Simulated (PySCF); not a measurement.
Run record: geometry optimisation, `BCOC1C=C1`.

Computed with PBE0-D3(BJ)/def2-SVP geometry optimisation, gas phase (PySCF 2.14.0). Start geometry: GFN2-xTB. The input is one job of a driver script: a line of settings, then coordinates in Å.

Command:
```bash
OMP_NUM_THREADS=1 python probes_run.py task.json out
```

Input:
```
{"job": {"xc": "PBE0", "basis": "def2-SVP", "d3": "d3bj", "grid": 1, "shake": 0.01, "kind": "geom"}, "charge": 0, "multiplicity": 1}
B      2.471450    -0.321170     0.694200
C      1.029640    -0.540800     0.057700
O      0.254260     0.644250    -0.156660
C     -0.940820     0.405560    -0.733970
C     -2.131210    -0.055390     0.102240
C     -2.146920     1.202550    -0.269760
H      2.817760     0.777670     0.959080
H      3.138580    -1.225310     0.876850
H      1.139670    -1.065090    -0.882660
H      0.458760    -1.233070     0.709750
H     -0.904770     0.068340    -1.760440
H     -2.561850    -0.845540     0.666830
H     -2.618730     2.171110    -0.273480
```

Output:
```
step   0  E = -256.07335086  max force = 0.051052
step   1  E = -256.08169125  max force = 0.008730
step   2  E = -256.08209639  max force = 0.001885
step   3  E = -256.08216926  max force = 0.002381
step   4  E = -256.08220653  max force = 0.000870
step   5  E = -256.08221452  max force = 0.000244
optimisation converged
```

Energies in Eh; «max force» is the largest Cartesian gradient component in Eh/bohr.

Problem. How much energy does the optimisation release, in kcal/mol?

Solution. E(step 0) − E(last step) = 0.008864 Eh, which is 5.6 kcal/mol.

Problem. Give the first gradient maximum in eV/Å.

Solution. With 1 Eh/bohr = 51.422 eV/Å, 2.625 eV/Å.

Summary of the converged run: final energy -256.08221 Eh after 5 steps; dipole 1.72 D.

Problem. Give the final coordinates.

Solution. 0.105 Å rms from the input after alignment:
```
atom  x, y, z in Å
B1     2.4259   -0.3467    0.6782
C2     1.0279   -0.5622    0.0417
O3     0.2585    0.5948   -0.1090
C4    -0.9864    0.3684   -0.6889
C5    -2.1716    0.0738    0.1630
C6    -2.0926    1.2758   -0.3375
H7     2.8165    0.7426    1.0217
H8     3.1308   -1.3184    0.8309
H9     1.1859   -1.0884   -0.9309
H10    0.5058   -1.3314    0.6612
H11   -0.8961   -0.0655   -1.7023
H12   -2.6950   -0.6405    0.7949
H13   -2.4972    2.2810   -0.4337
```

Problem. How long does this job take on one thread, Arm Neoverse N1 (aarch64), no GPU, shared host with 64 logical CPUs at a one-minute load of 43? And the peak memory of the process?

Solution. About 43 s, with 0.51 GiB resident at the peak, the Python interpreter and its libraries included.
Labels such as C1 count atoms from 1, the log's own numbers from 0.
